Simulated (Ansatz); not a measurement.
Consider the cleavage of the Si–B bond: `F[Si](F)(F)B(Cl)Cl` + H–F → silicon tetrafluoride + `ClBCl`.

Isolated molecules relaxed with PBE0-D4/def2-TZVP in Ansatz; ΔE leaves out vibrations. CCSD(T)/CBS adds triple-zeta CCSD(T) − MP2 to the extrapolated MP2 energy (def2 sets, frozen cores). This one scheme is used for every species. Functionals use def2-TZVPP. B3LYP here is the variant with VWN-RPA as its local correlation; programs differ in this. HSE06 is defined as in plane-wave codes. Each species was taken in one conformer, which may not be the lowest.

Task: Is it downhill or uphill in electronic energy at CCSD(T)/CBS, and by how much? (Best estimate.)

Result: Ansatz gave: Downhill: ΔE = -171.6 kJ/mol.

Task: What do these levels give: PBE-D4, B3LYP-D4, ωB97M-V, B2PLYP, PBE0, B3LYP, HSE06, BHLYP, MP2/def2-TZVPP, MP2/def2-QZVPP, SCS-MP2/def2-QZVPP, HF/CBS(def2)? (Best estimate.)

Result: The calculation gave: PBE-D4 -145.1, B3LYP-D4 -164.5, ωB97M-V -173.3, B2PLYP -179.1, PBE0 -163.4, B3LYP -177.0, HSE06 -163.3, BHLYP -190.0, MP2/def2-TZVPP -177.5, MP2/def2-QZVPP -177.0, SCS-MP2/def2-QZVPP -181.8, HF/CBS(def2) -212.6 kJ/mol.

Largest T1 diagnostic among the species: 0.013.

Leaving LDA and LC-ωPBE aside and taking each functional with its dispersion term where it has one, the values, not all of them listed here, spread over 38.8 kJ/mol, from B2PLYP to revPBE-D4. At CCSD(T), def2-SVP lies +8.0 kJ/mol from the extrapolated value and def2-TZVPP −3.0 kJ/mol. From r2SCAN to r2SCAN0 (25 % exact exchange), in def2-TZVPP and without D4, ΔE moves by −4.4 kJ/mol.
